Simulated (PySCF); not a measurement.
O3W, SMILES [O]=[W](=[O])=[O] (connectivity only; charge and spin as stated), charge +1, multiplicity 2.

Coordinates come from a B3LYP-D3(BJ)/def2-TZVP optimisation. The geometry has at least one imaginary mode, so it is a saddle point at that level. The spin state was assumed, not searched. The isomer is the one that the SMILES or the coordinates give; other isomers of the formula were not compared. The def2 effective core potentials stand for the cores of W; spin–orbit coupling is left out.

Calculation: PySCF with B3LYP-D3(BJ)/def2-TZVP.

Frequencies are harmonic and unscaled.

```json
[
 {"mode": "1", "ν (cm⁻¹)": "234i", "IR (km/mol)": "84.7", "moving atoms (share of kinetic energy)": "O 79 %, W 21 %"},
 {"mode": "2", "ν (cm⁻¹)": "198", "IR (km/mol)": "7.0", "moving atoms (share of kinetic energy)": "O 91 %, W 9 %"},
 {"mode": "3", "ν (cm⁻¹)": "312", "IR (km/mol)": "0.1", "moving atoms (share of kinetic energy)": "O 95 %"},
 {"mode": "4", "ν (cm⁻¹)": "677", "IR (km/mol)": "25.5", "moving atoms (share of kinetic energy)": "O 89 %, W 11 %"},
 {"mode": "5", "ν (cm⁻¹)": "1014", "IR (km/mol)": "110.4", "moving atoms (share of kinetic energy)": "O 89 %, W 11 %"},
 {"mode": "6", "ν (cm⁻¹)": "1053", "IR (km/mol)": "26.9", "moving atoms (share of kinetic energy)": "O 95 %"}
]
```
